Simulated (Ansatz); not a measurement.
GeH4O2Si, SMILES `[OH][GeH]1[O][SiH2]1`, relaxed with RKS PBE0-D4/def2-TZVP in the Gaussian-basis code of Ansatz from a PBE-D4/def2-SVP geometry. The force threshold is 0.005 eV/Å; the program also tests the step.

The species carries charge 0 and has multiplicity 1.

Start:

```xyz
8

O     1.345   -1.656   -0.729
Ge    0.666   -0.521    0.485
O    -1.249   -0.417    0.351
Si   -0.794    1.188    0.038
H     1.176   -1.348   -1.639
H     1.042   -1.189    1.827
H    -1.200    2.240    1.033
H    -0.987    1.701   -1.364
```

| step | energy (eV) | largest force (eV/Å) | largest move (Å) |
| --- | --- | --- | --- |
| 1 | -68543.2697 | 1.022 | 0.000 |
| 2 | -68543.3228 | 0.581 | 0.041 |
| 3 | -68543.3372 | 0.072 | 0.032 |
| 4 | -68543.3378 | 0.032 | 0.009 |
| 5 | -68543.3380 | 0.023 | 0.004 |
| 6 | -68543.3380 | 0.019 | 0.006 |
| 7 | -68543.3380 | 0.002 | 0.002 |

End:

```xyz
8

O     1.316   -1.627   -0.725
Ge    0.659   -0.517    0.487
O    -1.217   -0.397    0.331
Si   -0.778    1.168    0.036
H     1.153   -1.335   -1.625
H     1.033   -1.169    1.820
H    -1.192    2.199    1.021
H    -0.974    1.678   -1.346
```

Hardware: 4 threads of an Arm Neoverse V1 on a shared host. Wall time 18 s, peak host memory 0.43 GiB.
